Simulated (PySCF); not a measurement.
H6AlNO2Si, singlet, at a GFN2-xTB geometry (such geometries of metal compounds can be far from the true shape). Base run: PBE/6-31G, polarisability (PySCF).

The PySCF input:
```python
from pyscf import gto, scf, dft
from pyscf.prop import polarizability

mol = gto.Mole()
mol.atom = '''
    Si   -1.175653   -0.688554    0.559455
    N    -2.524755    0.335923    0.162717
    Al    0.969148    0.123217   -0.205494
    O     2.258544   -0.864945    0.110504
    O     0.960767    1.589837   -0.979294
    H    -1.312897   -0.814532    2.024320
    H    -1.597222   -1.980156   -0.018774
    H    -2.753169    0.437485   -0.813473
    H    -2.552752    1.245884    0.594686
    H     2.999705   -1.426956    0.288075
    H     0.995369    2.425604   -1.424489
'''
mol.basis = '6-31g'
mol.charge = 0
mol.spin = 0
mol.verbose = 3
mol.build()

mf = dft.RKS(mol)
mf.xc = 'pbe'
mf.kernel()
alpha = mf.Polarizability().polarizability()[2, 2]
print('alpha_zz =', alpha)
```

Q: The base was run again with changes. Order these runs by alpha_zz (bohr³), lowest first: basis = def2-SVP | basis = 6-31G* | basis = 6-31+G* | functional = lda,vwn | functional = camb3lyp | basis = STO-3G.

A: basis = STO-3G (alpha_zz (bohr³) 24.92), functional = camb3lyp (alpha_zz (bohr³) 47.54), functional = lda,vwn (alpha_zz (bohr³) 51.53), basis = 6-31G* (alpha_zz (bohr³) 52.92), basis = def2-SVP (alpha_zz (bohr³) 54.90), basis = 6-31+G* (alpha_zz (bohr³) 60.86)

Finite-field rows take the second difference of the energy in a field along z; a small field with loose convergence shows SCF noise divided by the square of the field, and a large one adds hyperpolarisability.
